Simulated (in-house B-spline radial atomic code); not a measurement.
# RPA and G0W0 on B3LYP (VWN-RPA): the selenium ion Se⁵⁺

Configuration [Ar] 3d10 4s1, highest spin, mean-field start B3LYP (VWN-RPA). Computed with a B-spline radial code for spherical atoms: all electrons, scalar-relativistic (spin-free one-electron X2C), finite nucleus, each spin shell either full or empty, empty states to l = 9 with an (l + 1/2)⁻⁴ tail; G0W0 by contour deformation at full frequency.

Command:
```bash
python run_gw.py task.json out
```
Settings (radii: box in bohr, nucleus in fm):
```
Z                        34
electrons                29
configuration            [Ar] 3d10 4s1
hamiltonian              x2c
method                   b3lyp
lmax                     9
rms_radius               4.14
spin_polarised           True
box_radius               10.43
intervals                67
ion_configuration        [Ar] 3d10
```

Time taken, with all properties: 9.1 s on 1 thread of Intel(R) Xeon(R) Platinum 8259CL CPU @ 2.50GHz (Skylake/Cascade Lake), with other jobs on the host.

Energies (hartree):

| term | value |
| --- | --- |
| mean-field total | -2423.56236 |
| Hartree-Fock functional on these orbitals | -2421.96047 |
| direct second order | -2.4831 |
| second-order exchange | 0.72994 |
| SOSEX correction | 0.67579 |

Problem. What is the RPA correlation energy, and what remains with SOSEX?

Solution. RPA gives -2.1786 hartree (-2.04 eV per electron); RPA + SOSEX gives -1.5028, and the second-order doubles -1.7531 hartree (no singles). RPA lacks exchange-type terms and so overcorrelates at short range.

Quasi-particle levels (eV):

| level | occupied | mean field | Σx - vxc | Σc | QP weight | G0W0 |
| --- | --- | --- | --- | --- | --- | --- |
| 4s up | yes | -77.75 | -3.33 | ? | ? | ? |
| 3d down | yes | -125.35 | -14.27 | 2.83 | 0.949 | -136.79 |
| 3d up | yes | -125.63 | -14.28 | 2.82 | 0.943 | -137.09 |
| 4s down | no | -73.54 | 8.28 | -2.58 | 0.960 | -67.84 |

G0W0 = mean field + (Σx - vxc) + Σc, with Σc (partial-wave tail included) taken at the quasi-particle energy. Only the outer levels were computed. Levels of low weight are left out.

Problem. Where does G0W0 put 4s up?

Solution. At -82.88 eV, with Σc = -1.80 eV and a quasi-particle weight of 0.976. The tabulated removal energy is 81.83 ± 0.03 eV (NIST, measured); the calculation leaves out spin-orbit coupling, Breit and QED terms, and what these don't explain is the method's own error.

Problem. What does it cost to remove one electron (to [Ar] 3d10) by differences of total energies, each species on its own start (correlation terms add to the Hartree-Fock functional)?

Solution. B3LYP (VWN-RPA) 83.21 eV, Hartree-Fock functional 80.70 eV, + RPA 82.50 eV, + RPA + SOSEX 81.78 eV, + second order 82.22 eV. Tabulated: 81.83 ± 0.03 eV (NIST, measured); the calculation leaves out spin-orbit coupling, Breit and QED terms, and what these don't explain is the method's own error.
